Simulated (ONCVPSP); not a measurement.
**Plane-wave convergence, ONCV potential for copper**

```json
{
 "Element": "Cu",
 "Generator": "ONCVPSP 4.0.1",
 "Type": "optimised norm-conserving Vanderbilt (ONCV)",
 "Functional": "PBE",
 "Relativity": "scalar-relativistic",
 "Frozen core": "[Ar]",
 "Valence charge": "11",
 "Reference configuration": "3d10 4s0.75 (charge +0.25)",
 "Partial waves": "4s: rc 2.15 bohr, ncon 4, nbas 8, qcut 2.9 1/bohr, 2 projectors, debl 3.1 Ha; p scattering state at 0.42 Ha: rc 2.20 bohr, ncon 4, nbas 8, qcut 4.4 1/bohr, 3 projectors, debl 0.7 Ha; 3d: rc 0.90 bohr, ncon 3, nbas 7, qcut 17 1/bohr, local",
 "Local potential": "the d channel",
 "Core correction": "Teter function, fcfact 4.5, rcfact 1.3"
}
```

Problem. For each optimised wave give the share of its norm inside rc, the residual kinetic energy above qcut (Ha) and the cutoffs (Ha) for errors of 10, 1, 0.1 and 0.01 mHa per electron.

Solution.

| wave | norm inside rc | residual KE | 10 mHa | 1 mHa | 0.1 mHa | 0.01 mHa |
| --- | --- | --- | --- | --- | --- | --- |
| 4s | 0.308 | 1.9e-03 | 2.6 | 5.7 | 31.5 | 38.4 |
| s projector 2 | 0.148 | 2.0e-01 | 12.1 | 42.5 | 50.6 | 57.7 |
| p projector 1 | 0.175 | 1.1e-05 | 1.7 | 5.5 | 7.8 | 9.8 |
| p projector 2 | 0.276 | 9.0e-05 | 4.7 | 6.6 | 9.7 | 51.4 |
| p projector 3 | 0.147 | 5.5e-04 | 5.5 | 8.5 | 29.9 | 70.0 |
| 3d | 0.529 | 7.2e-06 | 91.5 | 109.4 | 124.0 | 138.6 |

The occupied waves need 109 Ha and 124 Ha for 1 and 0.1 mHa. Note: ghosts flagged at negative energy: s at -301.2 eV, p at -458.5 eV, p at -40.7 eV (a further GHOST(-) flag falls on a real empty level of the atom); GHOST(+) flagged for s at 121.6 eV. A true bound ghost makes a file unfit for plane-wave use. 1 of 4 tests not solved or not reliable.
